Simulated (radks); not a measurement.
The numbers below are computed, except where a source is named.
Species: Zr I. Configuration: [Kr] 4d2 5s2. Level of theory: Dirac Kohn-Sham, OLYP, spin-unpolarised, spherical densities, finite nucleus; open shells fill j = l - 1/2 first; Fermi nuclear charge, rms radius 4.2694 fm (a radial shooting solver on a logarithmic mesh with Libxc functionals).

Normalised radial functions P(r) = r R(r) (large component), r in bohr:

r,4d3/2
0.005405,0.0001
0.006242,0.0001
0.007209,0.0001
0.008393,0.0002
0.009693,0.0003
0.01119,0.0005
0.01293,0.0007
0.01505,0.0011
0.01738,0.0016
0.02007,0.0023
0.02318,0.0033
0.02699,0.0050
0.03117,0.0072
0.03599,0.0103
0.04157,0.0147
0.04839,0.0212
0.05589,0.0297
0.06455,0.0410
0.07514,0.0567
0.08678,0.0759
0.1002,0.0997
0.1157,0.1283
0.1347,0.1632
0.1556,0.1992
0.1797,0.2357
0.2075,0.2691
0.2416,0.2958
0.279,0.3069
0.3223,0.2985
0.3752,0.2631
0.4333,0.2014
0.5004,0.1124
0.5779,-0.0008
0.6727,-0.1390
0.7769,-0.2779
0.8973,-0.4132
1.036,-0.5326
1.206,-0.6281
1.393,-0.6811
1.609,-0.6940
1.858,-0.6698
2.163,-0.6133
2.498,-0.5420
2.885,-0.4630
3.359,-0.3768
3.879,-0.2954
4.48,-0.2189
5.174,-0.1534
6.023,-0.1000
6.956,-0.0634
8.033,-0.0377
9.278,-0.0205
10.8,-0.0095
12.47,-0.0040

4d3/2: eigenvalue -3.506 eV, 1 radial node at r = 0.577 bohr, <r> = 2.25 bohr, 90 % of the charge inside 3.74 bohr.
